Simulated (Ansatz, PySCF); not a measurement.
This PySCF input computes a BLYP/def2-TZVPD energy:

```python
from pyscf import gto, scf, dft

mol = gto.M(
    atom='''
    B    -0.00000000   -0.00000000   -1.79722629
    I     0.00000000    0.00000000    0.16954965
    ''',
    basis='def2-tzvpd',
    ecp='def2-tzvp',
    charge=1,
    spin=1,
    symmetry='C2v',
    verbose=4,
)

mf = dft.UKS(mol, xc='blyp').density_fit(auxbasis='def2-universal-jkfit')
mf.grids.level = 3
mf.conv_tol = 1e-9
mf.max_cycle = 100
mf.max_memory = 1500
mf.kernel()
if not mf.converged:
    mf = mf.newton()
    mf.kernel(mf.make_rdm1())
mf.analyze()
```

**Question.** Write an input for the same energy in Ansatz (a program for electronic structure) and say what it gives.

**Answer.** 
Ansatz 0.2 input:
```yaml
crystal:
  periodic: [false, false, false]
  atoms:
    - {symbol: B, position_ang: [-0.00000000, -0.00000000, -1.79722629]}
    - {symbol: I, position_ang: [0.00000000, 0.00000000, 0.16954965]}
basis:
  gaussian:
    orbitals: def2-TZVPD
hamiltonian:
  xc: {name: BLYP}
total_charge: 1
magnetization: {spin_polarized: true, initial_magnetization: 1}
output: {forces: true}
```
It gives -322.08699 Eh, and PySCF -322.08699 Eh, a difference of 0.00 mEh.
